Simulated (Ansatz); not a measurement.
Species: CH3BF2N (charge -1, singlet). It need not be the lowest isomer of its formula. Whether it binds its extra electron was not tested at this geometry. 
Structure (B3LYP-D3(BJ)/def2-TZVP (Ansatz, an electronic-structure program) minimum search):
```
N
B 1 1.3467
F 2 1.3899 1 123.94
F 2 1.4023 1 127.73 3 -180.00
C 1 1.4302 2 121.34 3 180.00
H 5 1.1076 1 112.26 2 -121.28
H 5 1.1076 6 104.54 1 121.95
H 5 1.1098 6 105.61 7 111.18
```
Charge -1, spin multiplicity 1.

Basis-set convergence of Hartree-Fock and MP2 correlation energies (hartree) with Ansatz. Correlated levels leave the core frozen unless marked. No spin-orbit coupling. Non-relativistic. This anion needs diffuse functions, which these sets lack.

```csv
basis,functions,E(HF),"E(corr, MP2)"
cc-pVDZ,85,-317.76910,-0.76938
cc-pVTZ,192,-317.88188,-0.99323
cc-pVQZ,365,?,?
```

Fill in the missing entries.


- cc-pVQZ, E(HF): -317.90923
- cc-pVQZ, E(corr, MP2): -1.07533
